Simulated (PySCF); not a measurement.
A GIAO shielding run with PySCF (density fitting, non-relativistic, gas phase) on SMILES CO[C@@H](F)[SiH2][SiH2]C(C)C, C₅H₁₅FOSi₂:

```
$ OMP_NUM_THREADS=1 python probes_run.py task.json out

{"job": {"kind": "nmr", "xc": "PBE0", "basis": "pcSseg-1"}, "charge": 0, "multiplicity": 1}
C      2.631329     0.871135    -1.433004
O      1.581714     0.009799    -1.033271
C      1.945500    -1.295669    -0.795646
F      2.786572    -1.352418     0.320769
Si     0.300508    -2.221767    -0.411696
Si    -0.782979    -1.021569     1.246145
C     -1.163880     0.780072     0.710755
C     -1.856871     0.815180    -0.648686
C     -2.003649     1.511153     1.754445
H      3.390499     0.949076    -0.649807
H      2.182162     1.846291    -1.608749
H      3.100573     0.505541    -2.353278
H      2.559013    -1.705565    -1.613718
H      0.721585    -3.585229    -0.064529
H     -0.346038    -2.324456    -1.728045
H     -2.063989    -1.684047     1.558662
H     -0.033460    -0.961028     2.511389
H     -0.213537     1.314261     0.610122
H     -2.083603     1.840812    -0.939866
H     -1.217896     0.378992    -1.413800
H     -2.792964     0.259627    -0.619698
H     -2.170141     2.546310     1.457452
H     -1.508535     1.511869     2.722899
H     -2.973647     1.031395     1.868638
```

Hardware: 1 thread of an Arm Neoverse N1, shared host. The job also computes population analyses, field gradients.

Task: How large is the calculation?

Result: 90 electrons, 242 basis functions and 1301 auxiliary functions.

Task: How long does it take, and how much memory does it need?

Result: 96 s of wall time, with 14 SCF cycles and 4 response iterations; peak memory 1.1 GiB. Times on a shared host scatter by some tens of per cent.
